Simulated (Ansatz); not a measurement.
Cost and result for the atomization energy of CH4GeOS, SMILES `C1[O][GeH2][S]1` (8 atoms, 8 bonds).

```xyz
8

C     0.027    0.548    1.087
O    -0.589    0.870   -0.141
Ge   -0.042   -0.539   -1.118
S     0.927   -1.055    0.799
H    -0.716    0.408    1.876
H     0.745    1.317    1.382
H    -1.212   -1.420   -1.593
H     0.862   -0.129   -2.294
```

Total charge 0; spin multiplicity 1. Correlated methods include outer-core shells of Ge, which these sets cover unevenly. Scalar relativity is left out up to krypton. All single points use the PBE0-D4/def2-TZVP geometry. Program: Ansatz. All runs use 4 threads of an Arm Neoverse V2 on a shared host. Times are those of one run each, without the atoms' runs, and a repeat can differ threefold. Electronic energies, without spin–orbit coupling; frozen cores. CCSD(T)/CBS adds CCSD(T) − MP2 in def2-TZVPP to the MP2 limit, and its time is that of the two runs behind it. T1 = 0.012. With those shells the extrapolation isn't a true limit. B3LYP takes the VWN-RPA correlation (the form of Gaussian; ORCA's B3LYP/G).

CCSD(T)/CBS is a level of theory with its own doubt, some kJ/mol a heavy atom from the limit and from the frozen cores, so smaller differences don't rank the functionals.

```
                             level  functions  wall time  atomization (kcal/mol)  difference from CCSD(T)/CBS  per bond
   PBE-D4/def2-TZVPP (with forces)        208      1.7 s                   654.4                         11.7       1.5
                PBE0-D4/def2-TZVPP        208        2 s                   640.0                         -2.7      -0.3
 B3LYP-D4/def2-TZVPP (with forces)        208        3 s                   634.3                         -8.4      -1.1
r2SCAN-D4/def2-TZVPP (with forces)        208      3.5 s                   643.7                          1.0       0.1
                 B2PLYP/def2-TZVPP        208      3.5 s                   629.8                        -12.9      -1.6
                ωB97X-V/def2-TZVPP        208      5.5 s                   645.9                          3.2       0.4
  ωB97M-V/def2-TZVPP (with forces)        208        8 s                   641.1                         -1.6      -0.2
                    MP2/def2-QZVPP        393       12 s                   647.7                          5.0       0.6
                CCSD(T)/def2-TZVPP        208       59 s                   624.9                        -17.8      -2.2
                 CCSD(T)/CBS(def2)          –       71 s                   642.7                          0.0       0.0
```

The D4 term adds +7.2 kcal/mol with B3LYP and +3.7 kcal/mol with PBE0; it sums over pairs of atoms, weighted by their polarisabilities, and B3LYP, whose exchange is more repulsive, gets the larger term. From PBE to PBE0 (25 % exact exchange), in def2-TZVPP and without D4, the atomization energy moves by −13.7 kcal/mol: exact exchange takes away binding that semilocal exchange gives to molecules. In def2-TZVPP, CCSD(T) changes the Hartree–Fock value by +189.0 kcal/mol (the triples alone add +13.1 kcal/mol) and MP2 by +201.3 kcal/mol; breaking electron pairs costs correlation energy, which Hartree–Fock lacks.
